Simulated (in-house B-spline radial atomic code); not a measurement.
Configurations of Rh⁵⁺, with energies counted from [Kr] 4d4. Method: scalar-relativistic (X2C) TPSSh, spin-polarised, spherical fractional occupations, exact exchange averaged over the configuration, Fermi nucleus of rms radius 4.4945 fm. Calculated with an all-electron radial atomic-structure program (B-spline basis). Shells without spins written out take the highest spin.

Occupations are held fixed; configurations that lie above the ionisation limit could autoionise.

| configuration | E - E(ref) (eV) | highest orbital | its <r> (bohr) |
| --- | --- | --- | --- |
| [Kr] 4d3 5s1 | 20.817 | 5s up | 2.126 |
| [Kr] 4d3 5f1 | 56.743 | 5f up | 4.088 |
| [Ar] 3d10 4s2 4p5 4d4 5p1 | 75.86 | 5p up | 2.348 |
| [Ar] 3d9 4s2 4p6 4d4 5s1 | 333.88 | 5s up | 2.09 |
| [Ar] 3d9 4s2 4p6 4d4 4f1 | 356.22 | 4f up | 1.934 |

(1) Order these further configurations by energy, lowest first.
A. [Ar] 3d10 4s2 4p5 4d4 5s1
B. [Ar] 3d10 4s2 4p5 4d4 5f1
C. [Ar] 3d10 4s2 4p5 4d5
D. [Ar] 3d9 4s2 4p6 4d4 5f1
E. [Ar] 3d10 4s2 4p5 4d4 4f1

(2) How far above the reference does [Kr] 4d3 5p1 lie?

Answers

(1) C (44.064 eV), A (66.155 eV), E (88.141 eV), B (102.37 eV), D (370.44 eV).

(2) 30.389 eV; its least bound orbital is 5p up with <r> = 2.368 bohr.
